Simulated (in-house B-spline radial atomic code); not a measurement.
A calculation on Li: its settings, and results tabulated from the run. All numbers are computed (scalar-relativistic (X2C) PBE, spherical fractional occupations; Fermi nucleus of rms radius 2.444 fm, inside a hard spherical wall at 5.96 bohr) with an all-electron radial atomic-structure program (B-spline basis), not measured.

Command:
```bash
python run_scf.py task.json out
```
Settings (nuclear radius in fm, mass in u):
```
Z                3
configuration    [He] 2p1
hamiltonian      x2c
method           pbe,pbe
spin_polarised   False
nucleus          fermi
rms_radius       2.444
atomic_mass      7.016
speed_of_light   137.035999084
wall_radius      5.96
```

Output (hartree, bohr):
```
 radial grid: 66 intervals, B-splines of order 8, outer radius 5.96 bohr

 iter        energy (Eh)    residual
    1          -7.195047    5.96e-02
    2          -7.311694    1.74e-02
    3          -7.319199    6.56e-03
    4          -7.320266    2.42e-03
    5          -7.320424    6.51e-04
    6          -7.320436    3.19e-06
    7          -7.320436    1.24e-07

 total energy                        -7.32044
 kinetic                               7.5160
 electron-nucleus                    -17.2159
 Hartree                               4.1907
 exchange-correlation                 -1.8112

 orbital      occ     eigenvalue          <r>       <r^2>       <1/r>     <1/r^3>       r_max
 1s         2.000        -1.8433     0.582215    0.466698     2.67418           -      0.3607
 2p         1.000         0.0534      3.00153     10.0651    0.391392    0.153108       2.967
```

Cost of the run: 0.05 s on 1 thread of Arm Neoverse V1, with other jobs on the host.
